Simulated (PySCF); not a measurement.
C₇H₅Cl.
Bonds: C1–C2 (triple), C2–C3, C3–C4 (double), C4–Cl5, C4–C6, C6–C7 (double), C7–C8, C3–C8. Hydrogens: H9 on C1; H10 on C6; H11 on C7; H12, H13 on C8.

Structure optimised with GFN2-xTB, isolated species.

Question: What internal coordinates does the optimisation give?

Answer: 
```tsv
bond	length (Å)	order
C1≡C2	1.203	triple
C2–C3	1.398	single
C3=C4	1.357	double
C4–Cl5	1.713	single
C4–C6	1.444	single
C6=C7	1.341	double
C7–C8	1.492	single
C3–C8	1.503	single
C1–H9	1.049	single
C6–H10	1.074	single
C7–H11	1.074	single
C8–H12, C8–H13	1.092	single
```

Bonds in one row agree within 0.01 Å and their mean is given. Orders are formal, as drawn. A selection of angles:
```tsv
angle	degrees
C2–C1–H9	179.6
C1–C2–C3	179.7
C2–C3–C4	128.2
C2–C3–C8	123.7
C4–C3–C8	108.1
C3–C4–Cl5	126.5
C3–C4–C6	110.1
Cl5–C4–C6	123.4
C4–C6–C7	108.9
C4–C6–H10	123.4
C7–C6–H10	127.7
C6–C7–C8	109.9
C6–C7–H11	127.2
C8–C7–H11	122.9
C7–C8–H12	112.0
C3–C8–C7	103.0
C3–C8–H12	111.4
H12–C8–H13	107.1
```

Dihedral angles: C2–C3–C4–Cl5 0° (synperiplanar); C3–C4–C6–C7 0° (synperiplanar); C4–C6–C7–C8 0° (synperiplanar); C6–C7–C8–C3 0° (synperiplanar); C2–C3–C8–C7 180° (antiperiplanar).

The 8 heavy atoms lie in one plane (0.001 Å rms). The 5-membered ring C3–C4–C6–C7–C8 has internal angles of 103.0° to 110.1° (sum 540°, against 540° for a flat polygon); it is planar, 0.00 Å rms from its mean plane, widest ring torsion 0°. The C–C distances run from 1.203 Å (C1≡C2, drawn triple) to 1.503 Å (C3–C8, drawn single), a spread of 0.300 Å.

Point group: Cs (every atom within 0.08 Å of its image). GFN2-xTB frequencies: not computed here.
